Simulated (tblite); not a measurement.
Input of a run (GFN2-xTB geometry optimisation, gas phase (tblite 0.8.0)), started from a force field or distance geometry:
```
{"job": {"kind": "relax", "xc": "GFN2-xTB", "basis": "xTB"}, "charge": 0, "multiplicity": 1}
C      2.647100     1.357600     0.329000
C      1.665800     0.772600    -0.389300
C      0.645400    -0.039000     0.364700
C      0.770800    -1.436800    -0.136300
C     -0.292300    -2.243800    -0.099200
C     -1.633700    -1.837700     0.371100
C     -1.756600    -0.365000     0.172400
C     -0.725200     0.474000     0.172100
C     -1.041500     1.911100    -0.043300
H      3.383500     1.937800    -0.172400
H      2.611700     1.218500     1.417500
H      1.632500     0.864700    -1.468300
H      0.865300    -0.019000     1.464000
H      1.757800    -1.787200    -0.497600
H     -0.185200    -3.257600    -0.463000
H     -2.450500    -2.358200    -0.166600
H     -1.760800    -2.064600     1.467000
H     -2.766800     0.025100     0.030100
H     -0.240000     2.455700    -0.570800
H     -1.991500     2.036400    -0.605900
H     -1.144700     2.372300     0.979100
```

Output (eV, eV/Å):
```
step      E/eV     max force
  0    -688.58571    2.378
  1    -688.72500    2.225
  2    -688.79862    0.594
  3    -688.83530    0.422
  4    -688.87518    0.386
  5    -688.88790    0.305
  6    -688.90010    0.226
  7    -688.90927    0.350
  8    -688.91674    0.232
  9    -688.92150    0.162
 10    -688.92538    0.131
 11    -688.92918    0.164
 12    -688.93264    0.160
 13    -688.93477    0.099
 14    -688.93618    0.080
 15    -688.93761    0.103
 16    -688.93902    0.121
 17    -688.94010    0.092
 18    -688.94078    0.063
 19    -688.94131    0.063
 20    -688.94191    0.071
 21    -688.94268    0.076
 22    -688.94335    0.053
 23    -688.94394    0.058
 24    -688.94459    0.062
 25    -688.94532    0.059
 26    -688.94610    0.062
 27    -688.94683    0.065
 28    -688.94745    0.065
 29    -688.94805    0.062
 30    -688.94876    0.067
 31    -688.94968    0.081
 32    -688.95081    0.098
 33    -688.95211    0.080
 34    -688.95347    0.076
 35    -688.95481    0.080
 36    -688.95609    0.087
 37    -688.95732    0.077
 38    -688.95865    0.087
 39    -688.96028    0.081
 40    -688.96231    0.125
 41    -688.96454    0.140
 42    -688.96665    0.115
 43    -688.96757    0.140
 44    -688.96916    0.152
 45    -688.97098    0.098
 46    -688.97268    0.072
 47    -688.97473    0.075
 48    -688.97610    0.093
 49    -688.97759    0.088
 50    -688.97960    0.090
 51    -688.98146    0.084
 52    -688.98299    0.091
 53    -688.98343    0.180
 54    -688.98520    0.085
 55    -688.98599    0.074
 56    -688.98759    0.072
 57    -688.98828    0.079
 58    -688.98947    0.063
 59    -688.99000    0.048
 60    -688.99040    0.043
 61    -688.99072    0.036
 62    -688.99103    0.035
 63    -688.99125    0.032
 64    -688.99140    0.032
 65    -688.99153    0.029
 66    -688.99164    0.024
 67    -688.99177    0.027
 68    -688.99190    0.028
 69    -688.99204    0.023
 70    -688.99216    0.024
 71    -688.99229    0.024
 72    -688.99244    0.025
 73    -688.99261    0.028
 74    -688.99280    0.026
 75    -688.99301    0.029
 76    -688.99321    0.028
 77    -688.99339    0.027
 78    -688.99355    0.026
 79    -688.99369    0.026
 80    -688.99383    0.023
 81    -688.99401    0.026
 82    -688.99423    0.037
 83    -688.99447    0.043
 84    -688.99471    0.038
 85    -688.99496    0.031
 86    -688.99524    0.034
 87    -688.99556    0.039
 88    -688.99593    0.040
 89    -688.99633    0.045
 90    -688.99676    0.047
 91    -688.99743    0.060
 92    -688.99832    0.070
 93    -688.99936    0.064
 94    -688.99994    0.051
 95    -689.00067    0.048
 96    -689.00129    0.068
 97    -689.00216    0.069
 98    -689.00283    0.133
 99    -689.00392    0.068
100    -689.00510    0.072
101    -689.00671    0.088
102    -689.00796    0.104
103    -689.00953    0.127
104    -689.01101    0.156
105    -689.01291    0.124
106    -689.01446    0.099
107    -689.01848    0.155
108    -689.02081    0.115
109    -689.02298    0.146
110    -689.02471    0.105
111    -689.02524    0.133
112    -689.02629    0.089
113    -689.02684    0.076
114    -689.02714    0.071
115    -689.02761    0.061
116    -689.02824    0.077
117    -689.02909    0.115
118    -689.03029    0.147
119    -689.03142    0.085
120    -689.03226    0.095
121    -689.03269    0.155
122    -689.03432    0.075
123    -689.03494    0.082
124    -689.03562    0.090
125    -689.03616    0.065
126    -689.03628    0.088
127    -689.03692    0.047
128    -689.03735    0.038
129    -689.03798    0.073
130    -689.03853    0.071
131    -689.03890    0.051
132    -689.03921    0.043
133    -689.03952    0.034
134    -689.03982    0.046
135    -689.04004    0.028
136    -689.04018    0.028
137    -689.04030    0.031
138    -689.04040    0.035
139    -689.04049    0.027
140    -689.04058    0.023
141    -689.04069    0.027
142    -689.04077    0.027
143    -689.04090    0.025
144    -689.04106    0.029
145    -689.04126    0.028
146    -689.04147    0.025
147    -689.04167    0.025
148    -689.04186    0.026
149    -689.04203    0.025
150    -689.04220    0.022
151    -689.04235    0.021
152    -689.04247    0.020
153    -689.04256    0.023
154    -689.04262    0.019
155    -689.04266    0.013
156    -689.04270    0.010
157    -689.04270    0.007
```

Q: Summarise the run.

A: The energy falls by 10.5 kcal/mol over 157 L-BFGS steps, the largest force on an atom goes from 2.38 to 0.007 eV/Å, and the atoms move by 0.930 Å rms after alignment. Among the bonds, C3–C8 and C9–H21 change most and about equally (-0.036 to +0.035 Å). Bonds longer at the end by more than 0.005 Å: 6 of 21; shorter: 12. Among the angles that change most is C3–C8–C9, from 123.5° to 115.1°. Among the dihedrals that turn most is H13–C3–C4–C5, from 88° to 141°. The energy never rose by more than 1e-5 eV on the way. The first step brought 30 % of the lowering.

Q: What are the final bond lengths?

A: C1=C2 1.319 Å, C2–C3 1.507 Å, C3–C4 1.503 Å, C4=C5 1.321 Å, C5–C6 1.496 Å, C6–C7 1.498 Å, C7=C8 1.324 Å, C8–C9 1.497 Å, C3–C8 1.511 Å, C1–H10 1.077 Å, C1–H11 1.078 Å, C2–H12 1.082 Å, C3–H13 1.097 Å, C4–H14 1.081 Å, C5–H15 1.081 Å, C6–H16 1.098 Å, C6–H17 1.095 Å, C7–H18 1.082 Å, C9–H19 1.090 Å, C9–H20 1.087 Å, C9–H21 1.090 Å. Numbering counts from 1 in the input's order; the species is `C=C[C@@H]1C=CCC=C1C`.

Its GFN2-xTB frequencies are all real (lowest 42 cm⁻¹). One conformer, not necessarily the lowest.

These are computed values.
